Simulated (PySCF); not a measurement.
PySCF job for Sn(H)2(OH)2 (H4O2Sn), SMILES [OH][SnH2][OH], TDA-PBE0/def2-SVPD. Coordinates come from a B3LYP-D3(BJ)/def2-SVP optimisation. The def2 effective core potentials stand for the cores of Sn; spin–orbit coupling is left out. Other conformers were not sampled.

```python
import numpy as np
from pyscf import gto, scf, dft, tdscf

mol = gto.M(
    atom='''
    Sn    0.00000000    0.00000000    0.29117206
    O     1.61547189   -0.08388604   -0.87724816
    O    -1.61547190    0.08388603   -0.87724815
    H     0.08346041   -1.47019086    1.16631148
    H    -0.08346040    1.47019087    1.16631148
    H     1.70804408    0.70655494   -1.42762771
    H    -1.70804410   -0.70655493   -1.42762769
    ''',
    basis='def2-SVPD',
    ecp={'Sn': 'def2-svp'},
    charge=0,
    spin=0,
    symmetry=True,
    max_memory=1600,
    verbose=4,
)
mf = dft.RKS(mol, xc='pbe0').density_fit(auxbasis='def2-universal-jkfit')
mf.grids.level = 3
mf.conv_tol = 1e-9
mf.max_cycle = 100
mf.kernel()
mf.grids = dft.Grids(mol).set(level=1).build(with_non0tab=True)  # coarser grid for the response kernel
td = tdscf.TDA(mf)
td.singlet = True
td.nstates = 10
td.conv_tol = 1e-4
td.kernel(x0=td.get_init_guess(mf, 15))
td.analyze()
tt = tdscf.TDA(mf)
tt.singlet = False
tt.nstates = 4
tt.conv_tol = 1e-4
tt.kernel(x0=tt.get_init_guess(mf, 9))
tt.analyze(verbose=3)
```

Program output:

```
PySCF version 2.14.0

[INPUT] verbose = 4
[INPUT] num. atoms = 7
[INPUT] num. electrons = 42
[INPUT] charge = 0
[INPUT] spin (= nelec alpha-beta = 2S) = 0
[INPUT] symmetry True subgroup None
[INPUT] Mole.unit = angstrom
[INPUT] Symbol           X                Y                Z      unit          X                Y                Z       unit  Magmom
[INPUT]  1 Sn     0.000000000000   0.000000000000   0.291172060000 AA    0.000000000000   0.000000000000   0.550235448525 Bohr   0.0
[INPUT]  2 O      1.615471890000  -0.083886040000  -0.877248160000 AA    3.052799434033  -0.158521641274  -1.657758765679 Bohr   0.0
[INPUT]  3 O     -1.615471900000   0.083886030000  -0.877248150000 AA   -3.052799452931   0.158521622377  -1.657758746781 Bohr   0.0
[INPUT]  4 H      0.083460410000  -1.470190860000   1.166311480000 AA    0.157717317144  -2.778258076239   2.204009273136 Bohr   0.0
[INPUT]  5 H     -0.083460400000   1.470190870000   1.166311480000 AA   -0.157717298247   2.778258095136   2.204009273136 Bohr   0.0
[INPUT]  6 H      1.708044080000   0.706554940000  -1.427627710000 AA    3.227735519885   1.335195328558  -2.697825379740 Bohr   0.0
[INPUT]  7 H     -1.708044100000  -0.706554930000  -1.427627690000 AA   -3.227735557679  -1.335195309661  -2.697825341945 Bohr   0.0

nuclear repulsion = 144.447247320362
point group symmetry = C2
symmetry origin: [-2.42964785e-09 -1.61976526e-09  2.15968701e-09]
symmetry axis x: [ 1.00000000e+00  2.67006308e-11 -2.18516766e-09]
symmetry axis y: [-2.67006381e-11  1.00000000e+00 -3.35733575e-09]
symmetry axis z: [2.18516766e-09 3.35733544e-09 1.00000000e+00]
num. orbitals of irrep A = 57
num. orbitals of irrep B = 53
number of shells = 46
number of NR pGTOs = 173
number of NR cGTOs = 110
basis = def2-SVPD
ecp = {'Sn': 'def2-svp'}


[settings echo left out]
init E= -343.394643646503
HOMO (B) = -0.810261153775629  LUMO (A) = -0.633015204880959  gap/eV = 4.82311
cycle= 1 E= -365.707965305728  delta_E= -22.3  |g|= 2.41  |ddm|= 10.1
HOMO (B) = -0.138411199813223  LUMO (A) = 0.0364223468220715  gap/eV = 4.75746
cycle= 2 E= -365.888446614303  delta_E= -0.18  |g|= 2.43  |ddm|= 9.71
HOMO (B) = -0.328341605902105  LUMO (A) = -0.0281612466010408  gap/eV = 8.16832
cycle= 3 E= -366.890135514127  delta_E=   -1  |g|= 0.18  |ddm|= 2.99
HOMO (B) = -0.28604282048272  LUMO (A) = -0.0199839682910812  gap/eV = 7.23983
cycle= 4 E= -366.880532702523  delta_E= 0.0096  |g|= 0.287  |ddm|= 0.466
HOMO (B) = -0.316270141558  LUMO (A) = -0.0259618630309326  gap/eV = 7.89969
cycle= 5 E= -366.8967639572  delta_E= -0.0162  |g|= 0.00769  |ddm|= 0.253
HOMO (B) = -0.315755203929609  LUMO (A) = -0.0252102966822711  gap/eV = 7.90613
cycle= 6 E= -366.896782866298  delta_E= -1.89e-05  |g|= 0.00148  |ddm|= 0.0173
HOMO (B) = -0.315823831630006  LUMO (A) = -0.0252568427527073  gap/eV = 7.90673
cycle= 7 E= -366.896783374098  delta_E= -5.08e-07  |g|= 0.000233  |ddm|= 0.00212
HOMO (B) = -0.31582088772026  LUMO (A) = -0.0252618685924695  gap/eV = 7.90651
cycle= 8 E= -366.896783389996  delta_E= -1.59e-08  |g|= 4.54e-05  |ddm|= 0.000431
HOMO (B) = -0.315811902634895  LUMO (A) = -0.0252606144181549  gap/eV = 7.90630
cycle= 9 E= -366.896783390606  delta_E= -6.1e-10  |g|= 5.5e-06  |ddm|= 7.03e-05
HOMO (B) = -0.315813714513766  LUMO (A) = -0.0252609803712716  gap/eV = 7.90634
Extra cycle  E= -366.896783390604  delta_E= 2.27e-12  |g|= 8.56e-06  |ddm|= 1.96e-05
converged SCF energy = -366.896783390604
tot grids = 28280


******** <class 'pyscf.tdscf.rks.TDA'> for <class 'pyscf.df.df_jk.DFSymAdaptedRKS'> ********
nstates = 10 singlet
deg_eia_thresh = 1.000e-03
wfnsym = None
conv_tol = 0.0001
eigh lindep = 1e-12
eigh level_shift = 0
eigh max_cycle = 100


Excitation energies (eV)
[6.39311249 6.53459727 6.99949959 7.14685939 7.29943356 7.48116574
 7.6080922  7.68975865 8.05943938 8.25638813]

** Singlet excitation energies and oscillator strengths **
Excited State   1:    B      6.39311 eV    193.93 nm  f=0.0378
      20 -> 23        0.25631
      21 -> 22        0.64337
Excited State   2:    A      6.53460 eV    189.74 nm  f=0.0643
      18 -> 22       -0.10538
      20 -> 22       -0.66158
      21 -> 23       -0.20259
Excited State   3:    A      6.99950 eV    177.13 nm  f=0.0004
      18 -> 22        0.12086
      20 -> 22       -0.21700
      21 -> 23        0.65224
Excited State   4:    B      7.14686 eV    173.48 nm  f=0.0148
      19 -> 22       -0.54198
      20 -> 23       -0.28995
      21 -> 24        0.30435
Excited State   5:    B      7.29943 eV    169.85 nm  f=0.0107
      19 -> 22        0.15907
      20 -> 23        0.27735
      21 -> 24        0.60902
Excited State   6:    A      7.48117 eV    165.73 nm  f=0.0014
      18 -> 22       -0.11565
      19 -> 23       -0.25739
      20 -> 24        0.63809
Excited State   7:    A      7.60809 eV    162.96 nm  f=0.0094
      19 -> 23        0.64379
      20 -> 24        0.24771
Excited State   8:    B      7.68976 eV    161.23 nm  f=0.1485
      19 -> 22       -0.28132
      19 -> 24       -0.32838
      20 -> 23        0.46330
      21 -> 22       -0.20179
      21 -> 24       -0.12736
Excited State   9:    B      8.05944 eV    153.84 nm  f=0.1912
      19 -> 22        0.17924
      19 -> 24       -0.54234
      20 -> 23       -0.17503
      20 -> 26       -0.11550
      21 -> 25        0.27465
Excited State  10:    A      8.25639 eV    150.17 nm  f=0.0347
      17 -> 23       -0.20161
      18 -> 22       -0.59145
      20 -> 24       -0.10015
      20 -> 25       -0.12113
      21 -> 23        0.12774
      21 -> 26        0.18686

** Transition electric dipole moments (AU) **
state          X           Y           Z        Dip. S.      Osc.
  1         0.3815      0.3096     -0.0000      0.2414      0.0378
  2        -0.0000      0.0000     -0.6337      0.4016      0.0643
  3         0.0000     -0.0000     -0.0496      0.0025      0.0004
  4        -0.2463      0.1540     -0.0000      0.0844      0.0148
  5         0.0983     -0.2241     -0.0000      0.0599      0.0107
  6        -0.0000     -0.0000      0.0867      0.0075      0.0014
  7         0.0000      0.0000     -0.2251      0.0507      0.0094
  8        -0.8874      0.0236     -0.0000      0.7881      0.1485
  9         0.7158     -0.6753     -0.0000      0.9684      0.1912
 10        -0.0000     -0.0000      0.4143      0.1716      0.0347

WARN: ECP detected. Skipping calculation of transition velocity and magnetic dipole moments, which have not yet been implemented.



******** <class 'pyscf.tdscf.rks.TDA'> for <class 'pyscf.df.df_jk.DFSymAdaptedRKS'> ********
nstates = 4 triplet
deg_eia_thresh = 1.000e-03
wfnsym = None
conv_tol = 0.0001
eigh lindep = 1e-12
eigh level_shift = 0
eigh max_cycle = 100


Excitation energies (eV)
[5.73086696 5.91097671 6.21865012 6.62710943]

** Triplet excitation energies and oscillator strengths **
Excited State   1:    B      5.73087 eV    216.34 nm  f=0.0000
Excited State   2:    A      5.91098 eV    209.75 nm  f=0.0000
Excited State   3:    B      6.21865 eV    199.37 nm  f=0.0000
Excited State   4:    A      6.62711 eV    187.09 nm  f=0.0000
```

The calculation finished and met its thresholds.
